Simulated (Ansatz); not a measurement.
Reaction (ligand exchange at a Ge–O bond): `C[O][Ge][OH]` + CH₃OH → `C[O][Ge][O]C` + H₂O

Computed with Ansatz on PBE0-D4/def2-TZVP structures; ΔE is electronic, products minus reactants. CBS: MP2 limit from def2 TZ/QZ plus the TZ coupled-cluster correction, frozen cores. This one scheme is used for every species. DFT in def2-TZVPP. B3LYP here is the variant with VWN-RPA as its local correlation; programs differ in this. For Ge outer-core shells are correlated without core-valence functions, which leaves a few kJ/mol of doubt a bond. Scalar relativity is left out up to krypton. Each species was taken in one conformer, which may not be the lowest.

```
             level  ΔE (kJ/mol)  difference from CCSD(T)/CBS
            PBE-D4         -1.3                          2.0
         r2SCAN-D4         -0.3                          3.0
           PBE0-D4         -0.7                          2.6
          B3LYP-D4         -2.0                          1.3
           ωB97X-V          0.9                          4.2
           ωB97M-V          0.6                          3.9
            B2PLYP          0.4                          3.7
               PBE          1.9                          5.2
            r2SCAN          0.7                          4.0
              PBE0          2.2                          5.5
             B3LYP          3.1                          6.4
     HF/def2-TZVPP          5.3                          8.6
    MP2/def2-TZVPP         -4.0                         -0.7
SCS-MP2/def2-TZVPP         -1.8                          1.5
   CCSD/def2-TZVPP         -1.1                          2.2
CCSD(T)/def2-TZVPP         -2.6                          0.7
     HF/def2-QZVPP          5.1                          8.4
    MP2/def2-QZVPP         -4.5                         -1.2
SCS-MP2/def2-QZVPP         -2.2                          1.1
      HF/CBS(def2)          5.0                          8.3
     MP2/CBS(def2)         -4.7                         -1.4
    CCSD/CBS(def2)         -1.8                          1.5
       CCSD(T)/CBS         -3.3                            0
```

Largest T1 diagnostic among the species: 0.015.

The D4 term adds −5.0 kJ/mol with B3LYP and −2.9 kJ/mol with PBE0; it sums over pairs of atoms, weighted by their polarisabilities, and B3LYP, whose exchange is more repulsive, gets the larger term. In def2-TZVPP, CCSD(T) changes the Hartree–Fock value by −7.9 kJ/mol (the triples alone add −1.5 kJ/mol) and MP2 by −9.3 kJ/mol.
